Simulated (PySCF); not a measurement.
Breaking a bond: BeF, doublet.

- ROHF/6-31G (PySCF)
- CASSCF(9,5)/6-31G (PySCF)
- UKS-BHandHLYP = unrestricted BHandHLYP/6-31G (PySCF)

Energies are in eV, each relative to the lowest point of its own curve near equilibrium.

| R / Å | ROHF | CASSCF(9,5) | UKS-BHandHLYP |
|---|---|---|---|
| 1.10 | 3.086 | 3.086 | 2.925 |
| 1.17 | 1.586 | 1.586 | 1.477 |
| 1.24 | 0.687 | 0.687 | 0.620 |
| 1.29 | 0.309 | 0.309 | 0.266 |
| 1.32 | 0.163 | 0.163 | 0.134 |
| 1.37 | 0.028 | 0.028 | 0.018 |
| 1.40 | 0.000 | 0.000 | 0.000 |
| 1.46 | 0.039 | 0.039 | 0.056 |
| 1.50 | 0.121 | 0.121 | 0.145 |
| 1.58 | 0.378 | 0.378 | 0.415 |
| 1.72 | 1.012 | 1.012 | 1.054 |
| 1.86 | 1.742 | 1.742 | 1.773 |
| 2.05 | 2.738 | 2.738 | 2.727 |

The scan ran from 1.10 to 5.52 Å; beyond the distances shown one of the unrestricted levels run for this scan, shown here or not, changes its spin distribution in one step.
